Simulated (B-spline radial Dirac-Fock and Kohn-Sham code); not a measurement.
**How the settings move the core levels of Xe⁺**

ΔSCF core binding energies without Breit or QED terms, calculated with a radial atomic solver. Keys: rel is the Hamiltonian (dirac, or spin-free x2c and nr, where L3 and M5 stand for the whole 2p and 3d shells), method is hf or an exchange,correlation pair (spin-unpolarised, also for the hole states), nuc the nuclear model, radius_factor scales its radius, rmax is the box in bohr, h the logarithmic mesh step, order the B-spline order, points the quadrature points per cell, c_factor scales the speed of light, and damp, ndamp, maxit and tol steer the iteration. The run stops when the commutator error falls below 10·tol·max(1, Z/10), or the numerical noise floor, and the energy has settled to about 1e-8 Ha; the virial ratio is −V/T.

Base input:

```json
{"items": [{"Z": 54, "q": 1, "cfg": [[1, 0, 2], [2, 0, 2], [2, 1, 6], [3, 0, 2], [3, 1, 6], [3, 2, 10], [4, 0, 2], [4, 1, 6], [4, 2, 10], [5, 0, 2], [5, 1, 5]], "A": 132, "rrms": 4.7859, "do": "settings", "holes": ["K", "L3", "M5"],
  "settings": [{"rel": "dirac", "method": "hf", "nuc": "fermi", "radius_factor": 1.0, "rmax": 45.0, "h": 0.3, "order": 8, "points": 10, "c_factor": 1.0, "maxit": 60, "damp": 0.5, "ndamp": 3, "tol": 1e-08}]}]}
```

The ground state converged in 10 iterations, with total energy -7446.46949 Ha, virial ratio 1.94128 and highest orbital energy -20.98 eV. ΔSCF binding energies: K (1s) 34698.0 eV, L3 (2p3/2) 4807.0 eV, M5 (3d5/2) 687.7 eV.

Changes from the base run:

```
                                 changed setting  Δ total energy (Ha)  Δ K (eV)  Δ L3 (eV)  Δ M5 (eV)  iterations
radius_factor = 0.5; c_factor = 10.0; damp = 0.2           +212.79471  -1421.34      +2.90     +15.64           9
                                      damp = 0.2              0.00000      0.00       0.00       0.00          10
                                     tol = 1e-06              0.00000      0.00       0.00       0.00           9
 method = "b88,"; radius_factor = 0.5; order = 9             -1.23270    +33.51     -24.21      -6.17           9
                                     rmax = 80.0              0.00000      0.00       0.00       0.00          10
                             radius_factor = 0.5                    ?         ?          ?          ?           ?
                                        h = 0.12             -0.00003      0.00       0.00       0.00          10
```

Question: What does the change radius_factor = 0.5 do?

Answer: The total energy moves by -0.19039 Ha and the binding energies by K +2.18 eV, L3 -0.01 eV, M5 0.00 eV; the run takes 10 iterations.
